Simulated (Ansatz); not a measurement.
Ansatz (a program for electronic structure) job for C₂H₄BF₃, SMILES C(F)B(F)CF, PBE0/def2-SVPD. The structure is a stationary point at B3LYP-D3(BJ)/def2-SVP. This is a generated structure with no PubChem entry under its InChIKey; it may be hypothetical. One conformer was computed; it need not be the lowest.

Ansatz 0.2 input:
```yaml
crystal:
  periodic: [false, false, false]
  atoms:
    - {symbol: F, position_ang: [-0.58761476, -2.23407776, 0.00000000]}
    - {symbol: C, position_ang: [-0.83452517, -0.87471516, -0.00000000]}
    - {symbol: B, position_ang: [0.46924332, 0.00134046, 0.00000000]}
    - {symbol: F, position_ang: [1.67089818, -0.55998389, -0.00000000]}
    - {symbol: C, position_ang: [0.39013123, 1.57527619, 0.00000000]}
    - {symbol: F, position_ang: [-0.92757550, 2.01866827, -0.00000000]}
    - {symbol: H, position_ang: [-1.45381259, -0.60408704, 0.87896674]}
    - {symbol: H, position_ang: [-1.45381259, -0.60408704, -0.87896673]}
    - {symbol: H, position_ang: [0.91320041, 1.98832298, -0.88503878]}
    - {symbol: H, position_ang: [0.91320042, 1.98832298, 0.88503877]}
basis:
  gaussian:
    orbitals: def2-SVPD
hamiltonian:
  xc: {name: PBE0}
```

Log of the run:

```
WARN ansatz: RAYON_NUM_THREADS=1 ignored (pool sized by the plan → 1); use --threads N
Functional definition: PBE0
integrals: 0.08 GiB planned
1308 factors; their error is unknown
mean field: 0.75 GiB planned
mean field evaluation 1: about -10945.1175 eV, gradient 4.2e1 eV
mean field evaluation 2: about -10944.8944 eV, gradient 4.6e1 eV
mean field evaluation 4: about -10948.4104 eV, gradient 1.8e0 eV
mean field evaluation 8: about -10948.4157 eV, gradient 9.8e-2 eV
mean field evaluation 16: about -10948.4510 eV, gradient 2.8e-5 eV
mean field -10948.45098869 eV, -402.3481527078 hartree, gradient 2.8e-5 eV, S^2 0.000000; 0 other end points of the search recorded, 0 dependent functions left out
reference -10948.45102560 eV, -402.3481540643 hartree; 24, 24 occupied and 137, 137 virtual orbitals, 1308 factors
Total energy: -10948.45102560 eV, -402.3481540643 hartree
```

Self-consistency was reached.
